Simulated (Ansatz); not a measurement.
Basis-set extrapolation for `BOB1CO1` (PBE0-D4/def2-TZVP geometry, frozen core, Ansatz 0.2.0). Multiplicity 1, RHF reference.

```json
{"": "HF", "def2-TZVPP": "-239.459120", "def2-QZVPP": "-239.470838"}
{"": "MP2 correlation", "def2-TZVPP": "-0.818526", "def2-QZVPP": "-0.879118"}
{"": "CCSD(T) correlation", "def2-TZVPP": "-0.877473", "def2-QZVPP": "not run"}
```

Energies in hartree. Use E(X) = E(∞) + A·exp(−7.88·√X) for Hartree–Fock and E(X) = E(∞) + B·X^(−2.97) for correlation, with X = 3 and 4, and add CCSD(T) minus MP2 of the smaller set to the MP2 limit.

Question: What is the CCSD(T) energy at the basis-set limit?

Answer: HF limit: -239.470838 + (-0.011718) × 0.13774 = -239.47245. MP2 limit: -0.879118 + (-0.060592) × 0.74074 = -0.92400. Higher-order term: -0.877473 − (-0.818526) = -0.05895. Total: -240.45540 hartree, 311.9 kJ/mol below CCSD(T)/def2-TZVPP.
